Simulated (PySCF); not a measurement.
Predicted microwave data (PySCF, PBE0-D3(BJ)/def2-SVP geometry optimisation, gas phase) for one isomer of C4H8Si2:

- Rotational constants: A = 6924, B = 711.7, C = 667.8 MHz
- Dipole components: |μa| = 0.66 D, |μb| = 0.61 D, |μc| = 0.06 D
- Inertial defect: -26.28 u·Å²
- κ: -0.99

Question: Which structure is it? (One computed conformer of each.)
A. `C1=C[SiH2]C=C[SiH2]1`
B. `[CH2:1]=[CH:2][SiH2:3][C:4]#[C:5][SiH3:6]` with C1–C2–Si3–C4 -124°

Answer: B. It is C=C[SiH2]C#C[SiH3], a near-prolate asymmetric top, point group C1. The candidates at the same level (rigid rotor, commonest isotopes):

| SMILES | A (MHz) | B (MHz) | C (MHz) | μa (D) | μb (D) | μc (D) | Δ (u·Å²) | point group | rotor |
| --- | --- | --- | --- | --- | --- | --- | --- | --- | --- |
| C=C[SiH2]C#C[SiH3] | 6924 | 711.7 | 667.8 | 0.66 | 0.61 | 0.06 | -26.28 | C1 | near-prolate asymmetric top |
| C1=C[SiH2]C=C[SiH2]1 | 3498 | 2182 | 1387 | 0.00 | 0.00 | 0.05 | -11.70 | near D2h | asymmetric top |

`C1=C[SiH2]C=C[SiH2]1` has B 207 % too high. No structure here is proved a minimum.
